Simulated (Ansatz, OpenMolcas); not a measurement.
SnH2F (SMILES [F][SnH2]): the vertical ionisation energy from total energies

The species is SnH2F (4 atoms), meant as a doublet with charge 0. As SMILES, `[F][SnH2]`. Geometry: relaxed at PBE0-D4/def2-TZVP.

Both states at this one shape; open shells run unrestricted unless said. 1 Eh = 27.2114 eV.

```tsv
level	program	doublet SnH2F (Eh)	singlet SnH2F+ (Eh)
USVWN5/STO-3G	Ansatz	-6058.440879	-6058.236907
U-revPBE/def2-TZVPP (core potential)	OpenMolcas	-315.386804	-315.063060
UTPSS/def2-TZVPP (core potential)	OpenMolcas	-315.296753	-314.968873
```

Task: Work out the vertical ionisation energy at each level.

Result: 
1. USVWN5/STO-3G: -6058.236907 − (-6058.440879) = 0.203972 Eh = 5.55 eV.
2. U-revPBE/def2-TZVPP (core potential): -315.063060 − (-315.386804) = 0.323744 Eh = 8.81 eV.
3. UTPSS/def2-TZVPP (core potential): -314.968873 − (-315.296753) = 0.327880 Eh = 8.92 eV.

No measured value is set beside it here; the levels span 5.55 to 8.92 eV. Spin-orbit coupling, which splits open shells on such heavy atoms by tenths of an eV, is left out. Minimal sets are far from the basis-set limit. All-electron rows are non-relativistic unless named.
